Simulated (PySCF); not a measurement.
Sn(H)2(Br)(NH2) (BrH4NSn), SMILES [NH2][SnH2][Br]. Heavy atoms are numbered as in [SnH2:1]([NH2:2])[Br:3]. Hydrogens are named by the atom that carries them.

Geometry: B3LYP-D3(BJ)/def2-SVP. The structure was generated by enumeration; whether it is a known compound was not checked. The def2 effective core potentials stand for the cores of Sn; spin–orbit coupling is left out. The values are those of a single conformer.

All values below come from PBE/def2-TZVPD run with PySCF.

Mulliken values depend strongly on the basis, most of all with diffuse functions as here. ESP charges are fitted to the potential on shells at 1.4 to 2.0 van der Waals radii. Atomic charges (e), one atom of each kind:

| atom | Mulliken | ESP fit |
|---|---|---|
| Sn1 (SnH2) | 0.62 | 0.44 |
| N2 (NH2) | -0.59 | (withheld) |
| Br3 | -0.36 | (withheld) |
| H on Sn1 | -0.04 | -0.04 |
| H on N2 | 0.21 | (withheld) |

### Question
Complete the blanks. (The exact figures need the calculation; the answer reports its results.)

### Answer

- N2 (NH2), ESP fit: -0.78
- Br3, ESP fit: -0.22
- H on N2, ESP fit: 0.32
